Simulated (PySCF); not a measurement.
# One molecule, several mistakes: AlBH4NO

All numbers below are calculated, not measured. The program is PySCF 2.14.0, an open-source quantum chemistry code, run on an isolated molecule that a program drew, which may never have been made. The molecule is AlBH4NO (charge 0, doublet), drawn as the SMILES string `NB[O][AlH]`.

Each row is a Hartree-Fock (HF) and frozen-core CCSD(T) single point in the cc-pV(D+d)Z basis, meant for a local HF minimum. Run 1 is clean. Each other run has one planted mistake out of seven kinds, and not every kind appears here: one electron removed, one electron added, multiplicity raised by two, geometry at a saddle point, minimal basis STO-3G, one bond length entered in bohr, all coordinates scaled. The reference is restricted for singlets and unrestricted otherwise, and also for a bond in bohr. Adding or removing an electron swaps singlet and doublet. Electrons count all cores. HOMO and LUMO are orbital energies over both spins, the gradient is its largest component, and the lowest frequency (negative if imaginary) is given only where the gradient is small. Bond lengths are over the 7 bonds as drawn. T1 is the CCSD diagnostic: over 0.02 (restricted) or 0.045 (unrestricted) a single reference is doubtful.

Geometry of the clean run:
```xyz
8
AlBH4NO, angstrom
N     0.6724    0.5908   -2.3922
B    -0.5340    0.0738   -1.9061
O    -0.5527   -0.6973   -0.7799
Al   -1.5112   -1.5609    0.3203
H     1.5476    0.4167   -1.9429
H     0.7298    1.1562   -3.2110
H    -1.5526    0.3259   -2.5055
H    -0.7244   -2.3142    1.4826
```

| run | electrons | basis functions | <S^2> | HOMO (eV) | LUMO (eV) | gradient (hartree/bohr) | lowest frequency (cm^-1) | mean bond (Å) | longest bond (Å) | T1 | HF (hartree) | CCSD(T) (hartree) | mistake |
|---|---|---|---|---|---|---|---|---|---|---|---|---|---|
| 1 | 37 | 85 | 0.756 | -8.20 | 1.25 | 3.4e-05 | 57 | 1.3225 | 1.696 | 0.0167 | -398.36948 | -398.89724 | no fault |
| 2 | 38 | 85 | 0.000 | -0.04 | 6.98 | 6.5e-02 | - | 1.3225 | 1.696 | 0.0162 | -398.34454 | -398.90400 | one electron added |
| 3 | 36 | 85 | 0.000 | -14.96 | -6.98 | 6.4e-02 | - | 1.3225 | 1.696 | 0.0236 | -398.08988 | -398.62234 | one electron removed |
| 4 | 37 | 85 | 0.755 | -8.11 | 1.31 | 2.1e-02 | - | 1.2934 | 1.658 | 0.0159 | -398.36529 | -398.88905 | ? |
| 5 | 37 | 85 | 1.486 | -8.26 | 1.21 | 2.6e-02 | - | 1.4495 | 1.888 | 0.0608 | -398.21794 | -398.74655 | ? |

**Which mistake was planted in run 4, and what did it cost?**

The mean and the longest bond both change by the same factor, 0.978, and the gradient is no longer small. So the mistake is: all coordinates scaled. Subtracting run 1 and multiplying by 627.51 kcal/mol a hartree, the energy moved by 2.6 kcal/mol in HF and 5.1 kcal/mol in CCSD(T).

**Which mistake was planted in run 5, and what did it cost?**

The mean bond changes by a factor of 1.096 and the longest by 1.113, so the molecule wasn't scaled as a whole. A length L in bohr read as angstrom grows by (1/0.5292 - 1) L = 0.890 L. The 7 bonds together grew by 7 x 0.1270 = 0.889 Å, which gives L = 0.999 Å. That is the length of one of the H-N bonds, 0.999 Å in the clean geometry. So the mistake is: one bond length entered in bohr. Subtracting run 1 and multiplying by 627.51 kcal/mol a hartree, the energy moved by 95.1 kcal/mol in HF and 94.6 kcal/mol in CCSD(T).

Cautions from the logs. Run 3: T1 is over the limit, so its CCSD(T) energy is less reliable; run 5: T1 is over the limit, so its CCSD(T) energy is less reliable.
